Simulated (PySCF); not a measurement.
PySCF input file for H₈N₂Si₂, SMILES N[SiH2][SiH2]N, TDDFT-PBE/def2-SVPD. Geometry: PBE0-D3(BJ)/def2-SVP. One conformer was computed; it need not be the lowest.

```python
import numpy as np
from pyscf import gto, scf, dft, tdscf

mol = gto.M(
    atom='''
    Si    1.09886740   -0.30820398   -0.65740971
    N     1.65597645    0.94509153    0.40160365
    Si   -1.05394912   -0.69865374    0.18463894
    N    -1.65186407    0.90890637    0.54038796
    H     1.98564396   -1.51319914   -0.59176502
    H     1.02332737    0.05855672   -2.11790833
    H     0.93643392    1.53576786    0.80833089
    H     2.52230478    1.44800365    0.25086832
    H    -1.90013143   -1.52527417   -0.74505757
    H    -1.00891075   -1.42661148    1.49058937
    H    -1.77269868    1.54650952   -0.24100569
    H    -2.44361179    0.99426990    1.17079755
    ''',
    basis='def2-SVPD',
    charge=0,
    spin=0,
    max_memory=1600,
    verbose=4,
)
mf = dft.RKS(mol, xc='pbe').density_fit(auxbasis='def2-universal-jkfit')
mf.grids.level = 3
mf.conv_tol = 1e-9
mf.max_cycle = 100
mf.kernel()
mf.grids = dft.Grids(mol).set(level=1).build(with_non0tab=True)  # coarser grid for the response kernel
td = tdscf.TDDFT(mf)
td.singlet = True
td.nstates = 10
td.conv_tol = 1e-4
td.positive_eig_threshold = 1e-6
td.kernel(x0=td.get_init_guess(mf, 15))
td.analyze()
tt = tdscf.TDA(mf)
tt.singlet = False
tt.nstates = 4
tt.conv_tol = 1e-4
tt.positive_eig_threshold = 1e-6
tt.kernel(x0=tt.get_init_guess(mf, 9))
tt.analyze(verbose=3)
```

Program output:

```
PySCF version 2.14.0

[INPUT] verbose = 4
[INPUT] num. atoms = 12
[INPUT] num. electrons = 50
[INPUT] charge = 0
[INPUT] spin (= nelec alpha-beta = 2S) = 0
[INPUT] symmetry False subgroup None
[INPUT] Mole.unit = angstrom
[INPUT] Symbol           X                Y                Z      unit          X                Y                Z       unit  Magmom
[INPUT]  1 Si     1.098867400000  -0.308203980000  -0.657409710000 AA    2.076558433213  -0.582421112701  -1.242324303530 Bohr   0.0
[INPUT]  2 N      1.655976450000   0.945091530000   0.401603650000 AA    3.129341959230   1.785964154346   0.758920909126 Bohr   0.0
[INPUT]  3 Si    -1.053949120000  -0.698653740000   0.184638940000 AA   -1.991675186026  -1.320264224503   0.348917028530 Bohr   0.0
[INPUT]  4 N     -1.651864070000   0.908906370000   0.540387960000 AA   -3.121570687309   1.717584112173   1.021185245412 Bohr   0.0
[INPUT]  5 H      1.985643960000  -1.513199140000  -0.591765020000 AA    3.752323265297  -2.859531946527  -1.118273817898 Bohr   0.0
[INPUT]  6 H      1.023327370000   0.058556720000  -2.117908330000 AA    1.933808465071   0.110656163553  -4.002266700635 Bohr   0.0
[INPUT]  7 H      0.936433920000   1.535767860000   0.808330890000 AA    1.769603642553   2.902180646309   1.527524000126 Bohr   0.0
[INPUT]  8 H      2.522304780000   1.448003650000   0.250868320000 AA    4.766465236881   2.736330325871   0.474072418130 Bohr   0.0
[INPUT]  9 H     -1.900131430000  -1.525274170000  -0.745057570000 AA   -3.590728003378  -2.882350446173  -1.407954754334 Bohr   0.0
[INPUT] 10 H     -1.008910750000  -1.426611480000   1.490589370000 AA   -1.906565001630  -2.695904983360   2.816805673488 Bohr   0.0
[INPUT] 11 H     -1.772698680000   1.546509520000  -0.241005690000 AA   -3.349915006578   2.922479441833  -0.455434748562 Bohr   0.0
[INPUT] 12 H     -2.443611790000   0.994269900000   1.170797550000 AA   -4.617757037858   1.878897804899   2.212486716812 Bohr   0.0

nuclear repulsion = 225.69493768399
number of shells = 68
number of NR pGTOs = 224
number of NR cGTOs = 152
basis = def2-SVPD
ecp = {}


[settings echo left out]
init E= -692.593064323846
  HOMO = -0.287067023911322  LUMO = -0.0735142005865823  gap/eV = 5.81107
cycle= 1 E= -692.546313965801  delta_E= 0.0468  |g|= 0.648  |ddm|= 4.04
  HOMO = -0.10392144874315  LUMO = -0.0113611855707747  gap/eV = 2.51869
cycle= 2 E= -692.21263866724  delta_E= 0.334  |g|= 1.33  |ddm|= 2.07
  HOMO = -0.215976994406938  LUMO = -0.0356876811253173  gap/eV = 4.90592
cycle= 3 E= -692.638785112477  delta_E= -0.426  |g|= 0.0912  |ddm|= 1.43
  HOMO = -0.212159191330167  LUMO = -0.0377819156549233  gap/eV = 4.74505
cycle= 4 E= -692.642022145024  delta_E= -0.00324  |g|= 0.0215  |ddm|= 0.224
  HOMO = -0.213386481443379  LUMO = -0.0371719562796788  gap/eV = 4.79504
cycle= 5 E= -692.642225200527  delta_E= -0.000203  |g|= 0.00711  |ddm|= 0.0528
  HOMO = -0.212797237874301  LUMO = -0.0371859483366999  gap/eV = 4.77863
cycle= 6 E= -692.642235990876  delta_E= -1.08e-05  |g|= 0.00339  |ddm|= 0.011
  HOMO = -0.212976306052618  LUMO = -0.0371668863571992  gap/eV = 4.78402
cycle= 7 E= -692.642238639963  delta_E= -2.65e-06  |g|= 0.000576  |ddm|= 0.00494
  HOMO = -0.212962566603141  LUMO = -0.0371787300330402  gap/eV = 4.78332
cycle= 8 E= -692.642238731708  delta_E= -9.17e-08  |g|= 0.000102  |ddm|= 0.00108
  HOMO = -0.212964207366954  LUMO = -0.0371723007185358  gap/eV = 4.78354
cycle= 9 E= -692.642238734906  delta_E= -3.2e-09  |g|= 3.57e-05  |ddm|= 0.000253
  HOMO = -0.212967527720293  LUMO = -0.0371762732572898  gap/eV = 4.78352
cycle= 10 E= -692.642238735421  delta_E= -5.15e-10  |g|= 3.71e-06  |ddm|= 7.58e-05
  HOMO = -0.212967307434317  LUMO = -0.0371759412602493  gap/eV = 4.78353
Extra cycle  E= -692.642238735424  delta_E= -2.73e-12  |g|= 3.46e-06  |ddm|= 1.51e-05
converged SCF energy = -692.642238735424
tot grids = 42840
Overwritten attributes  positive_eig_threshold  of <class 'pyscf.tdscf.rks.CasidaTDDFT'>


******** <class 'pyscf.tdscf.rks.CasidaTDDFT'> for <class 'pyscf.df.df_jk.DFRKS'> ********
nstates = 10 singlet
deg_eia_thresh = 1.000e-03
wfnsym = None
conv_tol = 0.0001
eigh lindep = 1e-12
eigh level_shift = 0
eigh max_cycle = 100


Excitation energies (eV)
[4.86631531 5.17383991 5.52795236 5.86140197 6.13475805 6.15802566
 6.19109281 6.43749367 6.53330249 6.67291828]

** Singlet excitation energies and oscillator strengths **
Excited State   1:      4.86632 eV    254.78 nm  f=0.0077
      25 -> 26       -0.70388
Excited State   2:      5.17384 eV    239.64 nm  f=0.0062
      24 -> 26        0.70427
Excited State   3:      5.52795 eV    224.29 nm  f=0.0056
      25 -> 27        0.70210
Excited State   4:      5.86140 eV    211.53 nm  f=0.0096
      24 -> 27       -0.69295
Excited State   5:      6.13476 eV    202.10 nm  f=0.0092
      23 -> 26        0.10817
      25 -> 28        0.64787
      25 -> 29       -0.24630
Excited State   6:      6.15803 eV    201.34 nm  f=0.0159
      23 -> 26        0.67649
      25 -> 29        0.12450
Excited State   7:      6.19109 eV    200.26 nm  f=0.0093
      25 -> 28       -0.25347
      25 -> 29       -0.63965
Excited State   8:      6.43749 eV    192.60 nm  f=0.0122
      24 -> 28       -0.68575
      24 -> 29        0.14493
Excited State   9:      6.53330 eV    189.77 nm  f=0.0228
      24 -> 28        0.14108
      24 -> 29        0.66085
      25 -> 30       -0.11988
Excited State  10:      6.67292 eV    185.80 nm  f=0.0053
      23 -> 27       -0.15754
      24 -> 29        0.11228
      25 -> 30        0.66543

** Transition electric dipole moments (AU) **
state          X           Y           Z        Dip. S.      Osc.
  1         0.0872     -0.0106      0.2377      0.0642      0.0077
  2         0.2165      0.0441      0.0190      0.0492      0.0062
  3        -0.1446      0.1355      0.0436      0.0412      0.0056
  4        -0.1862     -0.0309      0.1769      0.0669      0.0096
  5        -0.0084      0.0853      0.2321      0.0612      0.0092
  6         0.0832      0.3127      0.0261      0.1054      0.0159
  7        -0.1690     -0.1776     -0.0334      0.0612      0.0093
  8        -0.1908      0.1578      0.1269      0.0774      0.0122
  9        -0.3532     -0.1331     -0.0039      0.1425      0.0228
 10        -0.1369      0.0293      0.1135      0.0325      0.0053

** Transition velocity dipole moments (imaginary part, AU) **
state          X           Y           Z        Dip. S.      Osc.
  1         0.0167     -0.0015      0.0440      0.0022      0.0083
  2         0.0407      0.0069      0.0042      0.0017      0.0060
  3        -0.0300      0.0276      0.0096      0.0018      0.0058
  4        -0.0393     -0.0067      0.0421      0.0034      0.0104
  5        -0.0044      0.0229      0.0506      0.0031      0.0092
  6         0.0187      0.0768      0.0070      0.0063      0.0185
  7        -0.0382     -0.0412     -0.0065      0.0032      0.0094
  8        -0.0484      0.0381      0.0304      0.0047      0.0133
  9        -0.0866     -0.0342      0.0003      0.0087      0.0241
 10        -0.0356      0.0074      0.0259      0.0020      0.0054

** Transition magnetic dipole moments (imaginary part, AU) **
state          X           Y           Z
  1        -0.4059     -0.0706      0.5931
  2        -0.0228     -0.2590      0.6175
  3         0.5828     -0.4988     -0.1099
  4        -0.2168      0.2086      0.2178
  5         0.4181      0.0190      0.0960
  6        -0.3664     -0.4251      0.2152
  7        -0.2114     -0.1198      0.1583
  8         0.1467     -0.2830      0.2461
  9         0.2819     -0.3550      0.5070
 10        -0.4149     -0.0832      0.0337
Overwritten attributes  positive_eig_threshold  of <class 'pyscf.tdscf.rks.TDA'>


******** <class 'pyscf.tdscf.rks.TDA'> for <class 'pyscf.df.df_jk.DFRKS'> ********
nstates = 4 triplet
deg_eia_thresh = 1.000e-03
wfnsym = None
conv_tol = 0.0001
eigh lindep = 1e-12
eigh level_shift = 0
eigh max_cycle = 100


Excitation energies (eV)
[4.65685458 4.91194911 5.28925473 5.56421661]

** Triplet excitation energies and oscillator strengths **
Excited State   1:      4.65685 eV    266.24 nm  f=0.0000
Excited State   2:      4.91195 eV    252.41 nm  f=0.0000
Excited State   3:      5.28925 eV    234.41 nm  f=0.0000
Excited State   4:      5.56422 eV    222.82 nm  f=0.0000
```

The calculation finished and met its thresholds.

Cost: about 100 core-seconds (a rough figure).
